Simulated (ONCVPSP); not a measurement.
## Sb (Z = 51): one change to an ONCV potential, before and after

antimony, optimised norm-conserving Vanderbilt (ONCV), made with ONCVPSP 4.0.1 (LDA (Perdew-Zunger), scalar-relativistic). Core [Kr] 4d10, reference 5s2 5p1 (charge +2). Waves: 5s: rc 1.70 bohr, ncon 5, nbas 10, qcut 3.2 1/bohr, 1 projector; 5p: rc 1.70 bohr, ncon 4, nbas 7, qcut 5 1/bohr, 2 projectors, debl 3.2 Ha. Local part: polynomial inside 1.60 bohr (lpopt 5, dvloc0 1 Ha). Core correction: none.

Change: local potential polynomial inside 1.60 bohr (lpopt 5, dvloc0 8.5 Ha).

Cutoffs: the cutoffs (Ha) at which the residual kinetic energy of the hardest occupied pseudo-wave falls to 1 and 0.1 mHa per electron; they do not see the model core or the augmentation charge, which bear on the density cutoff. Errors are all-electron minus pseudo energies relative to the spin-unpolarised reference configuration.

Question: How do hardness, ghosts and transferability respond?

Answer: The potential gets neither clearly harder nor softer (42 Ha and 95 Ha → 42 Ha and 95 Ha); the bound ghosts move from p, s to p; of the 4 tests that both files solve, the error grows in 3 and shrinks in 0 by more than 15 % and 0.3 meV (median size 23.6 → 38.5 meV); the range in which the s phases agree narrows (upper end 3.4 → 0.9). In the separable form a ghost depends on how the local part lies against the semilocal potential of the channel, so the choice of the local part can create or remove one.

```csv
quantity,base,changed
"cutoff, loose",42 Ha,42 Ha
"cutoff, tight",95 Ha,95 Ha
bound ghosts,"s, p",p
GHOST(+) flags under 300 eV,none,none
"error for 5s2 5p3, meV [ΔE -24.77 eV]",+25,+43
"error for 5s2 5p2, meV [ΔE -16.25 eV]",+12,+19
"error for 5s2 5p0, meV [ΔE 24.79 eV]",+22,+34
"error for 5s1 5p4, meV [ΔE -16.56 eV]",+47,+49
s: phases at 1.72 bohr within 0.05 rad from the reference energy up to (Ha; the scan ends near 5),3.4,0.9
p: phases at 1.72 bohr within 0.05 rad from the reference energy up to (Ha; the scan ends near 5),to the end of the scan,to the end of the scan
```

 A true bound ghost makes a file unfit for plane-wave use even where its test errors are small: the radial tests pick states by their node count and pass the ghost by.
